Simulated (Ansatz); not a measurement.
`CCCCCC[Si](OC)(OC)OC`, relaxed as a singlet with RKS PBE-D4/def2-SVP in Ansatz, starting from the GFN2-xTB geometry. Force threshold 0.03 eV/Å.

Start:

```xyz
35

C     2.083    3.434   -2.164
C     1.899    1.925   -2.037
C     2.572    1.386   -0.777
C     2.506   -0.136   -0.649
C     1.093   -0.718   -0.569
C     0.271   -0.163    0.594
Si   -1.373   -1.077    0.855
O    -1.208   -2.669    1.137
C    -0.628   -3.273    2.263
O    -2.202   -0.531    2.162
C    -2.687    0.764    2.395
O    -2.154   -0.891   -0.556
C    -3.350   -1.498   -0.972
H     1.601    3.807   -3.066
H     3.140    3.688   -2.211
H     1.647    3.942   -1.306
H     0.832    1.696   -2.011
H     2.324    1.434   -2.916
H     3.625    1.683   -0.787
H     2.116    1.848    0.100
H     3.016   -0.586   -1.505
H     3.056   -0.427    0.251
H     0.557   -0.533   -1.499
H     1.175   -1.801   -0.458
H     0.861   -0.238    1.511
H     0.093    0.899    0.428
H     0.439   -3.046    2.311
H    -0.766   -4.350    2.169
H    -1.104   -2.919    3.178
H    -3.326    0.722    3.278
H    -3.266    1.125    1.542
H    -1.862    1.457    2.576
H    -3.210   -2.574   -1.073
H    -3.619   -1.068   -1.937
H    -4.151   -1.313   -0.253
```

```csv
step,energy (eV),largest force component (eV/Å),SCF passes
1,-23676.1749,1.388,22
2,-23676.4368,0.759,19
3,-23676.4876,0.202,19
4,-23676.4927,0.262,20
5 (rejected),-23676.4877,0.498,20
6,-23676.4994,0.034,20
7,-23676.5005,0.020,20
8,-23676.5015,0.036,20
9,-23676.5021,0.036,19
10,-23676.5029,0.044,19
11,-23676.5033,0.045,19
12,-23676.5038,0.050,19
13,-23676.5042,0.054,19
14,-23676.5045,0.052,19
15,-23676.5048,0.038,19
16,-23676.5050,0.016,19
17,-23676.5051,0.008,20
```

Force components are those of the run's own axes.

End:

```xyz
35

C     1.815    3.420   -2.290
C     1.778    1.910   -2.049
C     2.575    1.477   -0.813
C     2.634   -0.041   -0.585
C     1.273   -0.739   -0.442
C     0.407   -0.220    0.719
Si   -1.252   -1.072    0.833
O    -1.165   -2.731    0.998
C    -0.978   -3.435    2.210
O    -2.157   -0.562    2.153
C    -2.469    0.785    2.440
O    -2.015   -0.770   -0.621
C    -3.209   -1.410   -1.037
H     1.229    3.710   -3.186
H     2.855    3.781   -2.440
H     1.398    3.977   -1.425
H     0.721    1.580   -1.949
H     2.173    1.377   -2.943
H     3.615    1.865   -0.898
H     2.151    1.978    0.087
H     3.184   -0.512   -1.431
H     3.245   -0.244    0.323
H     0.697   -0.645   -1.387
H     1.438   -1.830   -0.309
H     0.936   -0.338    1.692
H     0.216    0.871    0.611
H     0.092   -3.446    2.519
H    -1.299   -4.488    2.065
H    -1.574   -2.998    3.041
H    -3.165    0.816    3.304
H    -2.965    1.296    1.583
H    -1.566    1.380    2.714
H    -3.137   -2.516   -0.942
H    -3.393   -1.159   -2.103
H    -4.089   -1.070   -0.444
```

By distances, no bond broke or formed. The bond that changes most is Si7–O12, from 1.62 to 1.67 Å (atoms count from 1).

The force fell under the threshold at step 7, but the optimiser went on and released 0.005 eV more. No frequencies were taken in this run, so the end may be a saddle point.

It took 1.7 min on 4 threads of Arm Neoverse V1 on a shared host.
